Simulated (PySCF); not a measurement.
H6N2Pb.
Atom-mapped SMILES: `[NH2:1][NH:2][PbH3:3]` (hydrogens: H4, H5 on N1; H6 on N2; H7, H8, H9 on Pb3)

Method: PBE0-D3(BJ)/def2-SVP geometry optimisation, gas phase, def2 core potentials past Kr (PySCF 2.14.0); density fitting, grid level 1; the optimiser is geomeTRIC in internal coordinates, started from a GFN2-xTB structure with every atom displaced at random (about 0.01 Å).

Step 6: E = -8316.9721 eV
```
atom  x, y, z in Å  |  force x, y, z in eV/Å
N1     -1.7575   -0.1351    0.0124    0.008  -0.039  -0.018
N2     -0.5977   -0.6664   -0.5497   -0.009  -0.012   0.026
Pb3     1.3384    0.1175    0.0954    0.012   0.014  -0.001
H4     -1.7641    0.8810    0.1178   -0.009   0.032   0.018
H5     -1.9094   -0.5488    0.9293    0.000   0.021  -0.002
H6     -0.6750   -0.6120   -1.5626    0.001  -0.009  -0.025
H7      2.5470   -1.1591   -0.0364    0.001  -0.002  -0.006
H8      1.8525    1.5543   -0.8209   -0.003   0.001   0.006
H9      1.0214    0.5523    1.7792    0.000  -0.006   0.002
```

Step 7: E = -8316.9727 eV
```
atom  x, y, z in Å  |  force x, y, z in eV/Å
N1     -1.7593   -0.1316    0.0084   -0.023  -0.018  -0.028
N2     -0.5975   -0.6673   -0.5402    0.025  -0.051   0.018
Pb3     1.3388    0.1167    0.0993    0.023   0.023   0.004
H4     -1.7735    0.8864    0.0907   -0.008   0.036   0.028
H5     -1.9146   -0.5288    0.9316   -0.001   0.023   0.009
H6     -0.6704   -0.6370   -1.5542   -0.003  -0.005  -0.025
H7      2.5511   -1.1543   -0.0563   -0.004  -0.001  -0.008
H8      1.8397    1.5654   -0.8058   -0.003   0.002   0.005
H9      1.0413    0.5343    1.7910   -0.006  -0.009  -0.002
```

Step 8: E = -8316.9745 eV
```
atom  x, y, z in Å  |  force x, y, z in eV/Å
N1     -1.7635   -0.1187   -0.0057   -0.106   0.048  -0.038
N2     -0.5967   -0.6759   -0.5081    0.115  -0.135   0.008
Pb3     1.3402    0.1146    0.1113    0.038   0.044  -0.002
H4     -1.7939    0.9023    0.0022   -0.003   0.035   0.040
H5     -1.9293   -0.4555    0.9388   -0.002   0.019   0.027
H6     -0.6570   -0.7233   -1.5221   -0.009   0.005  -0.023
H7      2.5632   -1.1339   -0.1242   -0.006  -0.002  -0.015
H8      1.7941    1.6046   -0.7529   -0.006   0.000   0.006
H9      1.0985    0.4696    1.8251   -0.020  -0.012  -0.003
```

Step 9: E = -8316.9772 eV
```
atom  x, y, z in Å  |  force x, y, z in eV/Å
N1     -1.7678   -0.0937   -0.0326   -0.212   0.139  -0.058
N2     -0.5953   -0.6944   -0.4494    0.209  -0.234   0.014
Pb3     1.3413    0.1122    0.1313    0.060   0.051  -0.005
H4     -1.8106    0.9205   -0.1518    0.013   0.025   0.048
H5     -1.9531   -0.3176    0.9408   -0.002   0.008   0.042
H6     -0.6364   -0.8766   -1.4487   -0.010   0.018  -0.019
H7      2.5770   -1.0886   -0.2489   -0.013   0.004  -0.018
H8      1.7076    1.6705   -0.6510   -0.012  -0.001   0.001
H9      1.1927    0.3515    1.8746   -0.033  -0.010  -0.006
```

**Question.** Estimate the geometry and energy of step 10. (The exact step hangs on the optimiser's Hessian estimate; all steps are aligned on step 9, rigid shifts and turns removed.)

**Answer.** E = -8316.9808 eV, largest force 0.298 eV/Å
```
atom  x, y, z in Å  |  force x, y, z in eV/Å
N1     -1.7679   -0.0776   -0.0501   -0.199   0.167  -0.069
N2     -0.5939   -0.7090   -0.4161    0.191  -0.227   0.030
Pb3     1.3414    0.1113    0.1416    0.047   0.032  -0.007
H4     -1.7985    0.9300   -0.2230    0.018  -0.002   0.035
H5     -1.9681   -0.2441    0.9321    0.003  -0.004   0.040
H6     -0.6258   -0.9595   -1.4011   -0.010   0.033  -0.008
H7      2.5798   -1.0585   -0.3175   -0.009   0.007  -0.013
H8      1.6538    1.7021   -0.5962   -0.016  -0.001  -0.002
H9      1.2348    0.2890    1.8946   -0.024  -0.004  -0.005
```

The energy changes by -0.0036 eV. The first-order estimate −F·Δx gives -0.0032 eV and the mean of the old and new forces, exact on a quadratic surface, -0.0032 eV. The step makes an angle of 88° with the force vector and moves no atom by more than 0.096 Å.

The cost below is that of the whole optimisation. On one thread of an AMD EPYC 9R45, no GPU, shared host with 96 logical CPUs at a one-minute load of 58, this took 34 s and 0.36 GiB of memory at its peak.
